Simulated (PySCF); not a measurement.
Molecule: SMILES C([Se]CC)C#N, C₄H₇NSe.

Atom-mapped SMILES (the numbers label the heavy atoms): `[CH3:1][CH2:2][Se:3][CH2:4][C:5]#[N:6]` (H(Xn): hydrogen on atom n).

Geometry PBE0-D3(BJ)/def2-SVP throughout; GIAO in PySCF, gas phase, one conformer, non-relativistic; equivalent atoms averaged; basis pcSseg-1.

Problem. How do the absolute shieldings σ depend on the functional? (ppm; last column core-seconds on shared hosts with different chips, so compare them loosely; the GGAs took longer than the global hybrids here, which isn't the general rule, and the cause wasn't traced)

Solution. 
```
functional                    kind    C5     C2     C1     C4     Se3     N6  H(C4)  H(C2)  H(C1)  core-s
        HF            Hartree–Fock  61.6  163.4  173.2  180.7  1697.0  -50.0  29.23  29.46  29.95     9.3
       LDA                     LDA  54.2  142.4  163.0  162.2  1342.5  -50.9  27.94  28.12  29.11      21
       PBE                     GGA  59.1  142.6  161.2  161.4  1368.9  -40.8  28.37  28.57  29.48      24
      BLYP                     GGA  55.4  135.9  155.6  156.0  1289.5  -44.3  28.56  28.74  29.62      25
      BP86                     GGA  59.0  142.3  160.6  161.0  1359.8  -39.9  28.43  28.63  29.52      27
      OPBE                     GGA  68.1  150.2  167.3  166.7  1440.3  -27.3  28.40  28.63  29.54      26
       KT2                     GGA  69.8  146.7  163.5  164.9  1423.1  -21.2  28.25  28.50  29.43      23
       KT3                     GGA  70.4  145.8  162.8  163.5  1401.3  -19.2  28.46  28.70  29.60      24
     B97-D                     GGA  61.9  141.0  159.7  159.9  1330.4  -31.1  28.57  28.77  29.65      23
     B3LYP           global hybrid  55.9  142.8  160.2  161.9  1380.5  -46.6  28.68  28.87  29.65      19
      PBE0           global hybrid  59.8  150.4  166.1  168.0  1475.8  -43.1  28.57  28.77  29.56      16
  mPW1PW91           global hybrid  59.1  149.4  165.1  167.1  1465.0  -44.0  28.62  28.83  29.60      17
      WP04           global hybrid  52.1  135.2  152.6  152.6  1241.8  -46.4  28.93  29.18  29.89      17
     B97-2           global hybrid  61.9  149.1  165.0  166.7  1445.5  -36.4  28.66  28.87  29.65      17
 BHandHLYP           global hybrid  57.2  151.1  165.5  169.4  1500.9  -49.1  28.85  29.06  29.72      16
 CAM-B3LYP  range-separated hybrid  55.9  149.0  164.3  167.4  1418.8  -46.1  28.77  28.93  29.63      23
   wB97X-D  range-separated hybrid  58.6  152.6  166.0  169.6  1459.4  -42.3  28.82  29.02  29.68      23
   LC-wPBE  range-separated hybrid  59.1  160.2  171.7  175.8  1506.7  -40.2  28.92  29.08  29.68      32
```

Problem. Which nucleus moves most, in ppm?

Solution. Se3 (selenium bonded to 2 C): from 1241.8 ppm with WP04 to 1697.0 ppm with HF. The smallest spread is 0.85 ppm, at H(C1). Proton shifts span only some 12 ppm, so a few tenths of a ppm matter as much there as several ppm in carbon.

Relativistic effects, spin–orbit coupling among them, are left out; they matter for Se and for the light atoms bonded to it.
